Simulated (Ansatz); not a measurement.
Saddle search on SiNH$_{8}$OF, closed shell by partitioned rational-function steps on PBE0-D4/def2-TZVP gradients (Ansatz 0.2.0), from this start:

```
12
angstrom
Si -0.9961 0.5011 -0.6378
N 0.2170 -0.8892 -0.5991
H -1.0645 0.6000 -2.1564
H -2.4120 0.1977 -0.2996
H -0.3977 1.8322 -0.3183
H 0.4297 0.1600 1.5388
F -0.7532 0.2262 1.3859
H 1.1459 -0.4840 0.2894
O 1.5368 -0.0525 1.2981
H 0.5116 -1.1941 -1.5251
H -0.1829 -1.6928 -0.1131
H 1.9655 0.7954 1.1371
```

```
step  energy less the last (meV)  largest force (eV/Å)  curvature followed (eV/Å²)
   1                        29.9                 0.245                       -6.79
   2                         5.8                 0.386                       -6.79
   3                        17.3                 0.683                       -6.79
   4                        20.1                 0.937                       -6.79
   5                         8.0                 0.456                       -6.80
   6                         4.2                 0.151                       -6.81
   7                         2.6                 0.071                       -6.82
   8                         1.8                 0.148                       -6.81
   9                         0.7                 0.048                       -6.81
  10                         0.2                 0.075                       -6.82
  11                         0.1                 0.022                       -6.82
  12                         0.0                 0.016                       -6.85
```

The search ended at:

| atom | x (Å) | y (Å) | z (Å) |
| --- | --- | --- | --- |
| Si1 | -1.0247 | 0.4924 | -0.6868 |
| N2 | 0.2188 | -0.8466 | -0.6061 |
| H3 | -1.1621 | 0.5194 | -2.1911 |
| H4 | -2.3905 | 0.1441 | -0.2489 |
| H5 | -0.4459 | 1.8288 | -0.4227 |
| H6 | 0.4271 | 0.2075 | 1.5676 |
| F7 | -0.7326 | 0.3490 | 1.4331 |
| H8 | 1.1046 | -0.4834 | 0.2854 |
| O9 | 1.5280 | -0.1067 | 1.3366 |
| H10 | 0.5728 | -1.0881 | -1.5240 |
| H11 | -0.1826 | -1.6860 | -0.1995 |
| H12 | 2.0872 | 0.6698 | 1.2565 |
